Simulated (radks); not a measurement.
The numbers below are computed, except where a source is named.
Problem. The table gives one normalised radial function P(r) = r R(r) (large component) of Ba+ in [Xe] 6s1 (r in bohr). Code: a radial shooting solver on a logarithmic mesh with Libxc functionals. Model: Dirac Kohn-Sham, Slater X-alpha with alpha = 0.968, spin-unpolarised, spherical densities, finite nucleus; Fermi nuclear charge, rms radius 4.8378 fm.

| r | P |
|---|---|
| 0.00104 | 0.0004 |
| 0.001409 | 0.0008 |
| 0.00191 | 0.0014 |
| 0.002589 | 0.0025 |
| 0.003508 | 0.0045 |
| 0.004755 | 0.0078 |
| 0.006444 | 0.0135 |
| 0.008734 | 0.0229 |
| 0.01184 | 0.0379 |
| 0.01604 | 0.0609 |
| 0.02174 | 0.0935 |
| 0.02946 | 0.1346 |
| 0.03993 | 0.1763 |
| 0.05412 | 0.1996 |
| 0.07335 | 0.1732 |
| 0.0994 | 0.0677 |
| 0.1347 | -0.1083 |
| 0.1826 | -0.2665 |
| 0.2474 | -0.2561 |
| 0.3354 | 0.0017 |
| 0.4545 | 0.3437 |
| 0.616 | 0.4173 |
| 0.8348 | 0.0433 |
| 1.131 | -0.5212 |
| 1.533 | -0.8409 |
| 2.078 | -0.7394 |
| 2.816 | -0.4115 |
| 3.817 | -0.1444 |
| 5.173 | -0.0294 |
| 7.011 | -0.0029 |
| 9.501 | -0.0001 |
| 12.88 | 0.0000 |

Which n and l does it have? It may be an empty orbital.

Solution. n = 5, l = 1: the number of nodes gives n - l - 1 = 3, the rise at small r points to l (this Dirac orbital starts outside the nucleus as r^gamma with gamma = sqrt((l + 1)^2 - (Z/c)^2) = 1.96; the j = 3/2 orbital of l + 1 starts with the same power, but with a smaller coefficient, and then steepens), and the extent must fit the shell. The curve is that of 5p3/2; the two j differ most near the nucleus, where j = l - 1/2 has the larger amplitude, and in heavy atoms j = l - 1/2 is also the more compact. 5p3/2: eigenvalue -26.986 eV, 3 radial nodes at r = 0.113, 0.335, 0.855 bohr, <r> = 1.87 bohr, 90 % of the charge inside 2.72 bohr.
